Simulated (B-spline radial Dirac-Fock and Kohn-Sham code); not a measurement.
Z = 43 (technetium), transition energy 500 keV. Calculated with a radial atomic solver, using a Dirac-Hartree-Slater potential of the neutral atom with a Latter tail (no hole, which puts coefficients of high multipoles low close above an edge), finite nucleus with surface currents. Subshells that would emit electrons below 1 keV are left out.

Question: A pure transition shows α(K) = 0.0121, L1/L2 = 19.1 and L1/L3 = 52.8. What is its multipolarity?
A. E1
B. M1
C. E4
D. M4
E. E3
F. M2
G. E2
H. M3

Answer: F. For comparison, α(K), L1/L2, L1/L3 are E1 0.00140, 39.4, 25.4; E2 0.00441, 12.1, 14.1; E3 0.0124, 4.60, 7.64; E4 0.0335, 2.26, 4.46; M1 0.00374, 33.1, 89.6; M3 0.0351, 12.3, 19.4; M4 0.0997, 8.73, 8.94.
